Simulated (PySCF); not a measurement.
Working out the ionisation energy of Kr⁺

Kr⁺ [Ar] 3d10 4s2 4p5 (2P) → Kr²⁺ [Ar] 3d10 4s2 4p4 (3P). Calculation: PySCF 2.14, in cc-pVDZ-DK (5s4p2d, 27 functions); the spin-free X2C one-electron Hamiltonian (Gaussian nucleus). Frozen: [Ar] 3d10. Energies in hartree (1 hartree = 27.21139 eV):

| part | Kr⁺ (lower) | Kr²⁺ (upper) |
| --- | --- | --- |
| UHF | -2787.569260 | -2786.712248 |
| CCSD correlation | -0.107500 | -0.088614 |
| (T) | -0.000811 | -0.000736 |

Q: What does Hartree-Fock give?

A: (-2786.712248) − (-2787.569260) = 0.857012 hartree = 23.320 eV.

Q: What do CCSD and CCSD(T) give?

A: The CCSD correlation energies differ by 0.018886 hartree = 0.514 eV and the triples by 0.000075 hartree = 0.002 eV, so CCSD gives 23.834 eV and CCSD(T) 23.836 eV.

Reference: 24.360 eV (measured; NIST Atomic Spectra Database, ionization energies), between the lowest levels; spin-orbit coupling is absent from the calculation.

A double-zeta basis recovers only part of the correlation energy.

What remains against the reference includes basis incompleteness, the frozen core and higher excitations.
